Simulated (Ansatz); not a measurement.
`C=N[CH]([AlH2])[SiH3]` → `C=C([SiH3])[NH][AlH2]`  (isomerisation)

Computed with Ansatz on PBE0-D4/def2-TZVP structures; ΔE is electronic, products minus reactants. CBS: MP2 limit from def2 TZ/QZ plus the TZ coupled-cluster correction, frozen cores. Each species was taken in one conformer, which may not be the lowest.

```
          level  ΔE (kJ/mol)
  HF/def2-TZVPP       -131.6
CCSD/def2-TZVPP       -127.8
  HF/def2-QZVPP       -131.9
   HF/CBS(def2)       -132.0
```

(1) What does CCSD(T)/CBS give? (An estimate is asked.)

Largest T1 diagnostic among the species: 0.013.

## Answers

(1) Computed: -130.1 kJ/mol. The listed levels differ from it by -1.5, 2.3, -1.8, -1.9 kJ/mol.

From PBE to PBE0 (25 % exact exchange), in def2-TZVPP and without D4, ΔE moves by −4.0 kJ/mol.

CCSD(T)/CBS has its own doubt, a few kJ/mol and more with outer-core shells, so smaller differences from it don't rank the levels.
